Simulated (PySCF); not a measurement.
## Basis and Hamiltonian dependence of the excitation energy of K

K [Ar] 4s1 (2S) → K [Ar] 4p1 (2P). All values are computed (PySCF 2.14, energy differences of UHF-based or UKS calculations, no spin-orbit coupling). Values in eV.

```json
{"basis": "x2c-TZVPPall", "Hamiltonian": "spin-free X2C", "functions": "33", "UHF": "1.780", "PBE": "1.584", "PBE0": "1.621", "CCSD(T) (valence and next inner shell)": "1.869"}
{"basis": "def2-TZVPPD", "Hamiltonian": "non-relativistic", "functions": "36", "UHF": "1.409", "PBE": "1.371", "PBE0": "1.387", "CCSD(T) (valence and next inner shell)": "1.558"}
{"basis": "aug-cc-pVDZ-X2C", "Hamiltonian": "spin-free X2C", "functions": "36", "UHF": "1.419", "PBE": "1.384", "PBE0": "1.400", "CCSD(T) (valence and next inner shell)": "n/a"}
{"basis": "ANO-RCC-VTZP", "Hamiltonian": "spin-free X2C", "functions": "38", "UHF": "1.430", "PBE": "1.401", "PBE0": "1.411", "CCSD(T) (valence and next inner shell)": "n/a"}
{"basis": "dyall-av2z", "Hamiltonian": "non-relativistic", "functions": "66", "UHF": "1.407", "PBE": "1.377", "PBE0": "1.389", "CCSD(T) (valence and next inner shell)": "n/a"}
{"basis": "def2-QZVPPD", "Hamiltonian": "non-relativistic", "functions": "70", "UHF": "1.408", "PBE": "1.371", "PBE0": "1.385", "CCSD(T) (valence and next inner shell)": "1.588"}
{"basis": "x2c-QZVPPall", "Hamiltonian": "spin-free X2C", "functions": "73", "UHF": "1.422", "PBE": "1.388", "PBE0": "1.402", "CCSD(T) (valence and next inner shell)": "1.607"}
{"basis": "aug-cc-pwCVTZ-X2C", "Hamiltonian": "spin-free X2C", "functions": "84", "UHF": "1.420", "PBE": "1.385", "PBE0": "1.399", "CCSD(T) (valence and next inner shell)": "1.611"}
{"basis": "x2c-QZVPPall with one added diffuse shell each of s, p, d, f type", "Hamiltonian": "spin-free X2C", "functions": "89", "UHF": "1.421", "PBE": "1.387", "PBE0": "1.401", "CCSD(T) (valence and next inner shell)": "1.606"}
{"basis": "aug-cc-pwCVTZ-X2C with one added diffuse shell each of s, p, d, f type", "Hamiltonian": "spin-free X2C", "functions": "100", "UHF": "1.420", "PBE": "1.385", "PBE0": "1.399", "CCSD(T) (valence and next inner shell)": "1.611"}
{"basis": "dyall-v3z", "Hamiltonian": "spin-free X2C", "functions": "109", "UHF": "1.420", "PBE": "1.395", "PBE0": "1.406", "CCSD(T) (valence and next inner shell)": "n/a"}
{"basis": "dyall-av3z", "Hamiltonian": "non-relativistic", "functions": "118", "UHF": "1.406", "PBE": "1.378", "PBE0": "1.389", "CCSD(T) (valence and next inner shell)": "n/a"}
{"basis": "dyall-av3z", "Hamiltonian": "spin-free X2C", "functions": "118", "UHF": "1.420", "PBE": "1.395", "PBE0": "1.406", "CCSD(T) (valence and next inner shell)": "n/a"}
{"basis": "dyall-acv3z", "Hamiltonian": "non-relativistic", "functions": "135", "UHF": "1.406", "PBE": "1.378", "PBE0": "1.389", "CCSD(T) (valence and next inner shell)": "n/a"}
```

Frozen in the all-electron rows: valence and next inner shell: [Ne]; valence: [Ar].

At UHF, x2c-TZVPPall lies more than 0.3 eV from the median of the rows with comparable relativity. Of these, x2c-TZVPPall has no diffuse functions of the l that the added or promoted electron needs.

Non-relativistic rows lack the scalar-relativistic shift.

Reference for a calculation without spin-orbit coupling: 1.615 eV (measured, between term centres; NIST).
